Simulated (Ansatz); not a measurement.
## Ligand exchange: BH(SH)2 + Al(CH3)(SH)2 → B(SH)3 + AlH(CH3)(SH)

Species: BH(SH)2, singlet; Al(CH3)(SH)2, singlet; B(SH)3, singlet; AlH(CH3)(SH), singlet. The partners trade H for SH: B–H and Al–SH bonds give way to B–SH and Al–H.

Shapes, held fixed at every level: PBE0-D4/def2-TZVP. Flexible molecules stand in one conformer, not always the lowest. Programs: Ansatz 0.2.0. Electronic energies: no zero-point or thermal term.

Task: Estimate ΔE of this reaction.

Result: The highest level, CCSD(T)/CBS estimate, gives ΔE = +65.5 kJ/mol; the levels span +60.1 to +72.9. The column of differences is taken from that level and isn't an error. No measured value is set beside it here. The CBS estimate extrapolates MP2 from def2-TZVPP and def2-QZVPP and adds CCSD(T) − MP2 in the triple-zeta set, cores frozen. Times are processor times on shared x86 and Arm servers, and rough.

| level | kind | ΔE (kJ/mol) | less CCSD(T)/CBS estimate | CPU time (sum over the molecules) |
| --- | --- | --- | --- | --- |
| HF/def2-TZVPP | Hartree–Fock | +72.9 | +7.4 | – |
| PBE-D4/def2-TZVPP | GGA | +60.1 | -5.4 | 34 s |
| B3LYP-D4/def2-TZVPP | global hybrid | +63.5 | -2.0 | 42 s |
| wB97M-V/def2-TZVPP | range-separated hybrid | +64.5 | -1.0 | 1.7 min |
| B2PLYP/def2-TZVPP | double hybrid | +66.1 | +0.6 | 47 s |
| CCSD/def2-TZVPP | coupled cluster or CI | +66.9 | +1.4 | – |
| CCSD(T)/CBS estimate | coupled cluster or CI | +65.5 | 0.0 | 6.1 min |
